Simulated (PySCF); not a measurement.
Species: C4H11GeN.
SMILES: `[GeH3][NH]C1CCC1`

Computed with PySCF at CAM-B3LYP/def2-SVPD, non-relativistic, on one gas-phase PBE0-D3(BJ)/def2-SVP geometry that isn't relaxed in the solvent. The solvent is an IEF-PCM continuum (van der Waals radii × 1.2), and excitations are vertical TDDFT with non-equilibrium linear response and a frozen core. The model holds no explicit solvent molecules, cavitation or dispersion. Spin–orbit coupling is left out although an atom past zinc is present.

Gas-phase singlets (H = HOMO, L = LUMO):

```csv
state,E (eV),λ (nm),f,leading configuration
S1,5.854,212,0.010,H→L 53%
S2,6.519,190,0.034,H→L+1 50%
S3,7.011,177,0.003,H→L+3 49%
S4,7.166,173,0.022,H→L+2 53%
S5,7.229,172,0.005,H→L+3 30%
```

Task: How does the list change in acetone (ε = 20.49)?

Result: 
| state | E (eV) | λ (nm) | f | leading configuration | change by rank (eV) |
| --- | --- | --- | --- | --- | --- |
| S1 | 5.990 | 207 | 0.012 | H→L+1 53% | +0.136 |
| S2 | 6.540 | 190 | 0.047 | H→L 55% | +0.021 |
| S3 | 7.073 | 175 | 0.005 | H→L+3 46% | +0.062 |
| S4 | 7.264 | 171 | 0.028 | H→L+2 43% | +0.098 |
| S5 | 7.368 | 168 | 0.004 | H→L+3 30% | +0.139 |

Task: The ground-state energy changes by -0.092 eV from gas to acetone. By how much does the total energy of gas-phase S1 change?

Result: E(S1) = E(S0) + excitation energy, so it changes by -0.092 + 0.136 = +0.044 eV: it isn't lowered at all, while the ground state is. This is the vertical state, with the slow part of the continuum still set for S0.

Task: How do the frontier levels move from gas to acetone?

Result: 
```
orbital  gas (eV)  solvent (eV)  change (eV)
 LUMO+2      1.71          1.84        +0.13
 LUMO+1      1.36          1.49        +0.13
   LUMO      1.05          1.14        +0.09
   HOMO     -7.97         -7.93        +0.04
 HOMO-1     -9.94         -9.82        +0.12
 HOMO-2    -10.30        -10.18        +0.12
 HOMO-3    -10.55        -10.43        +0.12
```

The HOMO–LUMO gap goes from 9.02 to 9.07 eV.

Hardware: Intel Xeon at 2.70 GHz, one thread (shared host). Cost: 63 s wall, 1.2 GiB resident at most. This is the whole response run at CAM-B3LYP/def2-SVPD in acetone, SCF included.

Shape of the structure used: `[GeH3:1][NH:2][CH:3]1[CH2:4][CH2:5][CH2:6]1`: Ge1–N2–C3–C4 -164°.
